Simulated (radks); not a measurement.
Results of a calculation; reference values are marked as such.
Trend from K3+ to Kr3+: ionisation energy by Delta-SCF between NIST ground configurations, and size. Level of theory: Dirac Kohn-Sham, LDA (Slater exchange, Perdew-Wang correlation), spin-unpolarised, spherical densities, finite nucleus; open shells fill j = l - 1/2 first; Fermi nuclear charge, rms radius of each element as measured or else 0.836 A^(1/3) + 0.57 fm (a radial shooting solver on a logarithmic mesh with Libxc functionals).

| species | configuration | configuration of the ion | IE (eV) | NIST (eV) | kind | outermost | <r> outermost (bohr) |
|---|---|---|---|---|---|---|---|
| K3+ | [Ne] 3s2 3p4 | [Ne] 3s2 3p3 | 62.943 | 60.92 | semi-emp. | 3p3/2 | 1.30 |
| Ca3+ | [Ne] 3s2 3p5 | [Ne] 3s2 3p4 | 68.312 | 67.273 | semi-emp. | 3p3/2 | 1.21 |
| Sc3+ | [Ar] | [Ne] 3s2 3p5 | 73.724 | 73.489 | exp. | 3p3/2 | 1.13 |
| Ti3+ | [Ar] 3d1 | [Ar] | 43.580 | 43.267 | exp. | 3d3/2 | 1.26 |
| V3+ | [Ar] 3d2 | [Ar] 3d1 | 46.181 | 46.709 | exp. | 3d3/2 | 1.17 |
| Cr3+ | [Ar] 3d3 | [Ar] 3d2 | 48.682 | 49.16 | semi-emp. | 3d3/2 | 1.10 |
| Mn3+ | [Ar] 3d4 | [Ar] 3d3 | 51.098 | 51.2 | semi-emp. | 3d3/2 | 1.04 |
| Fe3+ | [Ar] 3d5 | [Ar] 3d4 | 53.261 | 54.91 | exp. | 3d5/2 | 0.990 |
| Co3+ | [Ar] 3d6 | [Ar] 3d5 | 55.520 | 51.3 | semi-emp. | 3d5/2 | 0.941 |
| Ni3+ | [Ar] 3d7 | [Ar] 3d6 | 57.720 | 54.9 | semi-emp. | 3d5/2 | 0.897 |
| Cu3+ | [Ar] 3d8 | [Ar] 3d7 | 59.868 | 57.38 | semi-emp. | 3d5/2 | 0.858 |
| Zn3+ | [Ar] 3d9 | [Ar] 3d8 | 61.968 | 59.57 | exp. | 3d5/2 | 0.822 |
| Ga3+ | [Ar] 3d10 | [Ar] 3d9 | 64.025 | 63.24 | exp. | 3d5/2 | 0.789 |
| Ge3+ | [Ar] 3d10 4s1 | [Ar] 3d10 | 46.651 | 45.716 | exp. | 4s1/2 | 1.84 |
| As3+ | [Ar] 3d10 4s2 | [Ar] 3d10 4s1 | 51.111 | 50.2 | exp. | 4s1/2 | 1.74 |
| Se3+ | [Ar] 3d10 4s2 4p1 | [Ar] 3d10 4s2 | 42.982 | 42.947 | exp. | 4p1/2 | 1.86 |
| Br3+ | [Ar] 3d10 4s2 4p2 | [Ar] 3d10 4s2 4p1 | 46.797 | 47.78 | exp. | 4p1/2 | 1.74 |
| Kr3+ | [Ar] 3d10 4s2 4p3 | [Ar] 3d10 4s2 4p2 | 49.655 | 50.9 | exp. | 4p3/2 | 1.67 |

Reference values: NIST Atomic Spectra Database (exp. = measured, semi-emp. = semi-empirical, theory = theoretical value adopted there). Spin polarisation and multiplet splitting are left out, so open shells lie too high by an amount that depends on their filling.

Beside tabulated values, note that spin-unpolarised runs miss the spin-polarisation part of the exchange energy of open shells.
